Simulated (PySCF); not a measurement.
29Si chemical shifts

One conformer, relativity neglected, rapidly exchanging positions averaged, gas phase. Shielding tensors at PBE0/pcSseg-1 (GIAO); geometry: GFN2-xTB; PySCF.

Shieldings were converted by a linear fit to measured shifts: 29Si (scatter 8.9 ppm rms, 25.8 ppm with the 6 outliers that the fit left out vs TMS, solution or neat liquid). A few per cent of atoms miss by over 2 rms, more outside the fitted compound classes.

(1) Give the 29Si shifts of `O=COC([SiH3])([SiH3])CCF`, `O[Si@@H]1C[C@H](CC(F)(F)F)CO1`, `CN1CCC[C@H]([SiH3])N1C`, `C=N[Si@H](C(C)C)N(C)C`, `CN1CCCN1[SiH](C)C`.

(2) Order these by 29Si shift, lowest first.
A. CN[SiH2]n1c(F)cnc1C
B. C/C(=N\N[SiH3])C(C)(C)C
C. CN(N[SiH](C)C)C1CC1
D. CCC[Si@]1(N)CCN1C

Results:

(1) 
```
                     compound                                        environment  δ (ppm)
     O=COC([SiH3])([SiH3])CCF                      silicon bonded to C, 3 H (×2)    -63.1
O[Si@@H]1C[C@H](CC(F)(F)F)CO1  silicon bonded to C, 2 O, H, in a 5-membered ring    -12.5
       CN1CCC[C@H]([SiH3])N1C                           silicon bonded to C, 3 H    -62.5
        C=N[Si@H](C(C)C)N(C)C                        silicon bonded to C, 2 N, H    -21.9
            CN1CCCN1[SiH](C)C                        silicon bonded to 2 C, N, H    -20.0
```

(2) B (-55.6 ppm, silicon bonded to N, 3 H), A (-43.5 ppm, silicon bonded to 2 N, 2 H), C (-20.2 ppm, silicon bonded to 2 C, N, H), D (-11.6 ppm, silicon bonded to 2 C, 2 N, in a 4-membered ring).
